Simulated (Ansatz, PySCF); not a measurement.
Ansatz (a program for electronic structure) was given this input:
Ansatz 0.2 input:
```yaml
crystal:
  periodic: [false, false, false]
  atoms:
    - {symbol: S, position_ang: [-0.03610000, 0.61230000, -0.00000000]}
    - {symbol: H, position_ang: [-0.93710000, -0.36240000, -0.00000000]}
    - {symbol: H, position_ang: [0.97320000, -0.24990000, 0.00000000]}
basis:
  gaussian:
    orbitals: cc-pVDZ
hamiltonian:
  xc: revpbe
total_charge: -1
magnetization: {spin_polarized: true, initial_magnetization: 1}
accuracy: high
```

Task: Write the same job for PySCF.

Result: One answer among several that fit: 
```python
from pyscf import gto, scf, dft

mol = gto.M(
    atom='''
S    -0.03610000    0.61230000   -0.00000000
H    -0.93710000   -0.36240000   -0.00000000
H     0.97320000   -0.24990000    0.00000000
''',
    basis='cc-pvdz',
    charge=-1,
    spin=1,
    verbose=4,
)

mf = dft.UKS(mol)
mf.xc = 'revpbe'
mf.grids.atom_grid = (99, 590)
mf.grids.prune = None
mf.kernel()
```

Both were run: Ansatz gave -399.197895 Eh and PySCF -399.197895 Eh, 0.000 mEh apart.
